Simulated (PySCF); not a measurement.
This PySCF input asks for the NMR shieldings of SMILES CC(=S)[C@@H]1CN[SiH2]C1, C5H11NSSi; the geometry comes from GFN2-xTB.

```python
import basis_set_exchange as bse
import numpy as np
from pyscf import gto, dft
from pyscf.prop import nmr

atoms = """
C    -2.684609    0.489866    0.336668
C    -1.557252   -0.483404    0.285982
S    -1.734552   -1.994354    0.861033
C    -0.265199    0.024757   -0.261677
C     0.584521   -1.027067   -0.976249
N     1.907434   -0.451489   -1.107961
Si    2.358827    0.584462    0.181280
C     0.591103    0.583987    0.890024
H    -3.026473    0.700925   -0.678246
H    -3.516345    0.091264    0.911843
H    -2.355166    1.432390    0.773515
H    -0.460767    0.842628   -0.962886
H     0.169517   -1.251019   -1.964386
H     0.592844   -1.954714   -0.390778
H     2.540658   -0.991469   -1.672702
H     2.785786    1.878367   -0.354083
H     3.313146    0.063435    1.164757
H     0.523979   -0.085498    1.747741
H     0.222744    1.556182    1.208662
"""
names = dict.fromkeys(["C", "S", "N", "Si", "H"], "pcSseg-1")
basis = {el: gto.basis.parse(bse.get_basis(n, elements=[el], fmt="nwchem")) for el, n in names.items()}
mol = gto.M(atom=atoms, basis=basis, charge=0, verbose=0)
mf = dft.RKS(mol, xc="PBE0")
mf.grids.level = 2
mf.grids.alignment = dft.numint.BLKSIZE   # the property module wants whole blocks of grid points
mf.conv_tol = 1e-9
mf.kernel()

calc = nmr.RKS(mf)   # GIAO
C = mf.mo_coeff
Co = C[:, mf.mo_occ > 0]
resp = mf.gen_response(singlet=True, hermi=2)
def vind(x):   # induced exchange potential for any number of trial vectors
    d = np.einsum("pi,xij,qj->xpq", C, 2 * x.reshape(-1, C.shape[1], Co.shape[1]), Co, optimize=True)
    return np.einsum("xpq,pi,qj->xij", resp(d - d.transpose(0, 2, 1)), C, Co, optimize=True).ravel()
mo1, _ = nmr.rhf.solve_mo1(calc, with_cphf=vind)
sigma = calc.kernel(mo1)
for i, s in enumerate(sigma):   # ppm
    w = np.linalg.eigvalsh((s + s.T) / 2)
    print("%2d %-2s iso %8.1f  s11 %8.1f  s22 %8.1f  s33 %8.1f" % (i, mol.atom_pure_symbol(i), w.mean(), *w))
```

**Question.** Give the expected output.

**Answer.** 
```
 0 C  iso    141.2  s11    115.5  s22    125.8  s33    182.5
 1 C  iso    -96.7  s11   -269.7  s22   -161.9  s33    141.4
 2 S  iso   -412.3  s11  -1565.9  s22   -339.7  s33    668.6
 3 C  iso    127.0  s11     97.4  s22    129.1  s33    154.5
 4 C  iso    128.7  s11    105.1  s22    126.0  s33    155.1
 5 N  iso    246.1  s11    195.0  s22    229.7  s33    313.7
 6 Si iso    374.5  s11    331.3  s22    360.0  s33    432.3
 7 C  iso    160.8  s11    139.7  s22    146.8  s33    195.9
 8 H  iso     28.8  s11     25.4  s22     27.8  s33     33.1
 9 H  iso     28.4  s11     24.6  s22     28.3  s33     32.3
10 H  iso     28.3  s11     24.6  s22     28.8  s33     31.6
11 H  iso     28.2  s11     23.6  s22     27.5  s33     33.6
12 H  iso     28.5  s11     24.0  s22     28.0  s33     33.6
13 H  iso     27.6  s11     21.7  s22     26.2  s33     35.0
14 H  iso     31.8  s11     22.0  s22     28.7  s33     44.7
15 H  iso     26.7  s11     23.1  s22     23.7  s33     33.3
16 H  iso     26.6  s11     23.3  s22     24.0  s33     32.7
17 H  iso     30.7  s11     26.8  s22     29.6  s33     35.7
18 H  iso     30.2  s11     25.6  s22     28.7  s33     36.3
```

These numbers come from an equivalent density-fitted implementation of the same equations, which agrees with the script to about 0.01 ppm for H and up to a few tenths of a ppm for heavy atoms, so last digits may differ.

**Question.** Turn these shieldings into chemical shifts. Referencing at the same level of theory: $^{13}$C (186.93 ppm), $^{29}$Si (349.16 ppm), $^{1}$H (31.72 ppm) against TMS; CS2 for $^{33}$S (503.73 ppm); NH3 for $^{15}$N (267.73 ppm).

**Answer.** Averaging equivalent atoms: C 1: 283.7; C 3: 59.9; C 4: 58.2; C 0: 45.7; C 7: 26.1; S 2: 916; N 5: 21.6; Si 6: -25.4; H 16: 5.08; H 15: 5.02; H 13: 4.10; H 11: 3.50; H 12: 3.21; H 8/9/10: 3.21; H 18: 1.52; H 17: 1.01; H 14: -0.09 ppm. Experimental scales use liquid or dissolved standards, which lie at an offset from isolated NH3 (liquid NH3: subtract about 20 ppm).

Size and cost of the density-fitted run: 205 basis functions, 80 s wall time on 1 thread of an Arm Neoverse N1, shared host; peak memory 0.96 GiB.
